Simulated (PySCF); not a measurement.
Compound: C₂HBF₄S.
Numbering: `[F:1][BH:2][S:3][C:4]([F:5])=[C:6]([F:7])[F:8]` (hydrogens: H9 on B2)

Computed by this run: PySCF, PBE0-D3(BJ)/def2-SVP geometry optimisation, gas phase; density fitting, grid level 1; the optimiser is geomeTRIC in internal coordinates, started from a GFN2-xTB structure with every atom displaced at random (about 0.01 Å).

Geometry at step 0:
```
atom  x, y, z in Å
F1      0.3067   -0.7163    1.8102
B2      1.1477   -1.1929    0.9572
S3      0.9265   -0.9079   -0.8022
C4     -0.5633   -0.0153   -0.8138
F5     -1.7035   -0.7646   -0.6772
C6     -0.6929    1.3000   -0.9959
F7     -1.8059    1.9818   -1.0468
F8      0.3757    2.0919   -1.1386
H9      2.0668   -1.7940    1.3637
```

Task: Give the atomic forces at this geometry.

Result: 
| atom | Fx (eV/Å) | Fy (eV/Å) | Fz (eV/Å) |
| --- | --- | --- | --- |
| F1 | -1.007 | 0.526 | 0.866 |
| B2 | 0.144 | 0.030 | -0.534 |
| S3 | 0.446 | -0.059 | -0.429 |
| C4 | -1.788 | -0.745 | 0.141 |
| F5 | 1.050 | 0.861 | -0.108 |
| C6 | 1.132 | 1.072 | -0.115 |
| F7 | 0.267 | -0.417 | -0.004 |
| F8 | -1.048 | -0.717 | 0.148 |
| H9 | 0.804 | -0.550 | 0.034 |

The largest, 1.94 eV/Å, acts on C4; the rms over all components is 0.711 eV/Å. The forces sum to zero within rounding, as they must for an isolated molecule in no field.

Task: Give the force on C4 in Eh/bohr and in nN.

Result: 1.942 eV/Å ÷ 51.422 = 0.03777 Eh/bohr, and 1.942 eV/Å × 1.602 = 3.11 nN.

Task: How far is this geometry from the end of the optimisation?

Result: 0.117 eV above it, and 0.033 Å rms away after alignment. The bonds farthest from their final lengths, with half the difference of the two atoms' forces along the bond (positive lengthens):

| bond | now (Å) | final (Å) | force along bond (eV/Å) |
| --- | --- | --- | --- |
| C4–F5 | 1.371 | 1.330 | -1.63 |
| B2–H9 | 1.171 | 1.205 | +0.51 |
| C6–F8 | 1.338 | 1.305 | -1.41 |
| F1–B2 | 1.289 | 1.315 | +0.93 |
| S3–C4 | 1.737 | 1.759 | +0.78 |
| B2–S3 | 1.796 | 1.807 | -0.08 |

The angle farthest from its final value is C4–C6–F7, 127.1° against 123.8°.

Of the 6 listed bonds off by 0.010 Å or more, this force points towards the final length in 5.

The cost below is that of the whole optimisation. On one thread of an Intel Xeon 6975P-C, no GPU, shared host, this took 38 s and 0.53 GiB of memory at its peak.
